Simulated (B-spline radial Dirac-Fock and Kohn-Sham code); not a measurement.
## Dipole and non-dipole photoemission parameters of Tm 5s

System: atomic thulium in the configuration [Xe] 4f13 6s2; threshold 57.65 eV (orbital energy of the model). Calculated with a radial atomic solver, using Dirac-Hartree-Slater photoionisation with a Latter tail; cross sections with all multipoles, angular parameters from the dipole term and its interference with E2.

For linearly polarised light dσ/dΩ = σ/(4π) [1 + β P₂(cos θ) + (δ + γ cos²θ) sin θ cos φ], with θ from the polarisation vector and φ the angle between the beam and the projection of the electron momentum on the plane normal to the polarisation.

| hν (eV) | σ (kb) | β | γ |
| --- | --- | --- | --- |
| 72.3 | 53.8 | 0.205 | -0.380 |
| 99.8 | 74.5 | 1.337 | -0.157 |
| 100 | 74.6 | 1.341 | -0.155 |
| 112 | 77.4 | 1.497 | -0.067 |
| 136 | 75.6 | 1.655 | 0.056 |
| 200 | 59.9 | 1.797 | 0.221 |
| 213 | 56.7 | 1.811 | 0.242 |
| 368 | 30.9 | 1.882 | 0.364 |
| 522 | 19.6 | 1.906 | 0.402 |
| 600 | 16.2 | 1.914 | 0.407 |
| 640 | 14.8 | 1.917 | 0.407 |
| 1000 | 7.67 | 1.934 | 0.375 |
| 1010 | 7.56 | 1.934 | 0.373 |
| 1300 | 5.10 | 1.942 | 0.325 |
| 1430 | 4.38 | 1.944 | 0.301 |
| 1470 | ? | ? | ? |
| 2000 | 2.52 | 1.951 | 0.195 |
| 2440 | 1.80 | 1.955 | 0.122 |
| 2920 | 1.31 | 1.957 | 0.053 |
| 2984.4 | 1.26 | 1.958 | 0.045 |
| 2990 | 1.26 | 1.958 | 0.044 |
| 3110 | 1.17 | 1.958 | 0.029 |
| 3680 | 0.865 | 1.960 | -0.031 |
| 5360 | 0.432 | 1.964 | -0.130 |
| 5970 | 0.352 | 1.965 | -0.143 |
| 6160 | 0.331 | 1.965 | -0.145 |
| 12000 | 0.0882 | 1.968 | 0.061 |
| 12200 | 0.0853 | 1.968 | 0.073 |
| 15000 | 0.0556 | 1.968 | 0.258 |

Q: Give the values at 1470 eV.

A: σ = 4.19 kb, β = 1.945, γ = 0.293. For an s subshell δ is negligible.
